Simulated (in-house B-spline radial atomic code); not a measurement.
RPA and G0W0 on PBE: the neon ion Ne⁸⁺

Configuration 1s2, mean-field start PBE. Computed with a B-spline radial code for spherical atoms: all electrons, scalar-relativistic (spin-free one-electron X2C), finite nucleus, each spin shell either full or empty, empty states to l = 9 with an (l + 1/2)⁻⁴ tail; G0W0 by contour deformation at full frequency.

Command:
```bash
python run_gw.py task.json out
```
Settings (radii: box in bohr, nucleus in fm):
```
Z                        10
electrons                2
configuration            1s2
hamiltonian              x2c
method                   pbe,pbe
lmax                     9
rms_radius               3.0055
spin_polarised           False
box_radius               7.7
intervals                68
ion_configuration        1s1
```

Cost of the run: 0.8 s on 1 thread of Arm Neoverse V2 (shared host).

Energies (hartree):

| term | value |
| --- | --- |
| mean-field total | -93.91011 |
| Hartree-Fock functional on these orbitals | -93.97518 |
| direct second order | -0.094783 |
| second-order exchange | 0.047392 |
| SOSEX correction | 0.04616 |

Problem. What is the RPA correlation energy, and what remains with SOSEX?

Solution. RPA gives -0.092317 hartree (-1.26 eV per electron); RPA + SOSEX gives -0.046158, and the second-order doubles -0.047391 hartree (no singles). SOSEX takes back 50 % of the RPA value, the self-correlation of each of the two electrons.

Quasi-particle levels (eV):

| level | occupied | mean field | Σx - vxc | Σc | QP weight | G0W0 |
| --- | --- | --- | --- | --- | --- | --- |
| 1s | yes | -1135.95 | -60.59 | ? | ? | ? |
| 2s | no | -249.20 | 10.61 | -0.23 | 1.000 | -238.83 |

G0W0 = mean field + (Σx - vxc) + Σc, with Σc (partial-wave tail included) taken at the quasi-particle energy.

Problem. Where does G0W0 put 1s?

Solution. At -1195.86 eV, with Σc = 0.67 eV and a quasi-particle weight of 0.997. The tabulated removal energy is 1195.808 eV (NIST, tabulated theory).

Problem. What does it cost to remove one electron (to 1s1) by differences of total energies, each species on its own start (correlation terms add to the Hartree-Fock functional)?

Solution. PBE 1194.60 eV, Hartree-Fock functional 1194.83 eV, + RPA 1196.71 eV, + RPA + SOSEX 1196.09 eV, + second order 1196.12 eV. Tabulated: 1195.808 eV (NIST, tabulated theory).
